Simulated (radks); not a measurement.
Fractional charge and spin in the 4p shell of niobium: the spin-up occupation runs from 2 to 3 and the spin-down occupation from 2 to 3; the fullest corner is Nb+, [Ar] 3d10 4s2 4d(up 2, down 2) 4p(up 3, down 3). Method: scalar-relativistic Kohn-Sham, SCAN, spin-polarised, spherical densities, finite nucleus; meta-GGA in the generalised Kohn-Sham scheme; Fermi nuclear charge, rms radius of each element as measured or else 0.836 A^(1/3) + 0.57 fm; computed with a radial shooting solver on a logarithmic mesh with Libxc functionals. Energy (eV) minus the two flat planes that join the four corners (they meet along the diagonal where the two added fractions sum to one electron); zero is where a piecewise linear energy would lie.

down \ up       2     2.5       3
2           0.000  -1.691   0.000
2.5        -1.691   0.408  -1.482
3           0.000  -1.482   0.000

Corners above the fullest one (they belong to Nb2+ and the next ion): (up 3, down 2) 47.770 eV, (up 2, down 3) 47.770 eV, (up 2, down 2) 109.87 eV. With half an added electron in each spin the energy lies 0.408 eV from the planes, and with half an added electron in spin up alone -1.691 eV. The planes are only a guide here: the flat-plane condition holds for ground states with one frontier orbital, while this shell lies below other occupied shells, so the corners above the fullest one are inner-hole states and not the ground states of those ions.
